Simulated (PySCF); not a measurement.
F2S, SMILES FSF (connectivity only; charge and spin as stated), charge +1, multiplicity 2. Atoms are numbered in the order given.

```xyz
3

F      0.0000    -1.1796    -0.4490
S      0.0000     0.0000     0.5052
F      0.0000     1.1796    -0.4490
```
Charge +1, spin multiplicity 2.

Coordinates come from a B3LYP-D3(BJ)/def2-TZVP optimisation. The multiplicity is an assumed one; other spin states were not compared.

The numbers are results of PySCF with PBE/pcH-1, not measurements.

Unrestricted Kohn–Sham, ⟨S²⟩ = 0.752. Hyperfine tensors hold the contact and dipolar terms, without spin-orbit corrections.

**Question.** Estimate the hyperfine couplings. (An estimate is asked for; the answer gives what the named calculation found.)

**Answer.** 
| nucleus | A(iso) (MHz) | A(iso) (G) | dipolar principal values (MHz) |
|---|---|---|---|
| 19F no. 1 | 68.8 | 24.6 | -296.3, -286.5, 582.8 |
| 33S no. 2 | 14.6 | 5.2 | -91.6, -85.9, 177.6 |
| 19F no. 3 | 68.8 | 24.6 | -296.3, -286.5, 582.8 |

**Question.** And the g tensor (effective nuclear charges for spin-orbit coupling, GIAO)? (An estimate is asked for; the answer gives what the named calculation found.)

**Answer.** principal values 2.0012, 2.0018, 2.0094; isotropic 2.0042.
